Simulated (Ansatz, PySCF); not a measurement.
C₃H₂BrF, SMILES FC=C=CBr.

Geometry: ωB97X-D3(BJ)/def2-SVP.

Vertical ionisation energy (IE) and electron affinity (EA) in eV. Rows of orbital energies are one-electron estimates. Where ΔSCF, EOM or ADC give a negative EA the extra electron is unbound and the value depends on the basis.

| level | IE | EA |
|---|---|---|
| −ε(HOMO), −ε(LUMO), ωB97X/def2-TZVP (PySCF) | 10.02 | -1.16 |
| −ε(HOMO), −ε(LUMO), PBE/def2-TZVP (PySCF) | 6.57 | 1.99 |
| ΔSCF, PBE0/def2-SVPD (Ansatz), final states of multiplicity 2 and 2 | 9.91 | -0.56 |
| ΔSCF, PBE/def2-SVPD (Ansatz), final states of multiplicity 2 and 2 | 9.68 | -0.44 |

Task: What vertical singlet–triplet gap does ΔSCF give with PBE0/def2-SVPD (Ansatz, a first-principles code) and with PBE/def2-SVPD (Ansatz)? (An estimate is asked for; the answer gives what the named calculation found.)

Result: 3.99 and 4.02 eV (triplet above singlet where positive).
